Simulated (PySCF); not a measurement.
RbCl, SMILES [Cl][Rb].

The structure is a stationary point at B3LYP-D3(BJ)/def2-TZVPD. The def2 effective core potentials stand for the cores of Rb; spin–orbit coupling is left out.

Two levels are set side by side: PBE/def2-TZVPD (PySCF) and CAM-B3LYP/def2-TZVPD (PySCF). Same geometry, gas phase. Differences are taken from unrounded values.

| quantity | CAM-B3LYP |
|---|---|
| orbital gap (eV) | 6.22 |
| highest occupied level (eV) | -7.22 |
| lowest empty level (eV) | -1.00 |
| dipole moment (D) | 11.13 |
| mean polarisability (bohr³) | 40.0 |

Task: What does PBE give, and how far is it from CAM-B3LYP? (Estimate from the structure and the level; the computed values follow.)

Result: 
| quantity | PBE | PBE minus CAM-B3LYP |
|---|---|---|
| orbital gap (eV) | 2.73 | -3.50 |
| highest occupied level (eV) | -4.62 | 2.61 |
| lowest empty level (eV) | -1.89 | -0.89 |
| dipole moment (D) | 10.70 | -0.43 |
| mean polarisability (bohr³) | 48.2 | 8.2 |

PBE's occupied levels lie high since its potential decays too fast outside the molecule; exact exchange lowers them and widens the gap. Loosely held outer electrons make PBE densities more polarisable. Differences between two approximate levels are no errors against the true value.

Rough cost on one machine, each run with all the roots and properties that it gave: CAM-B3LYP against PBE within a factor of 2.
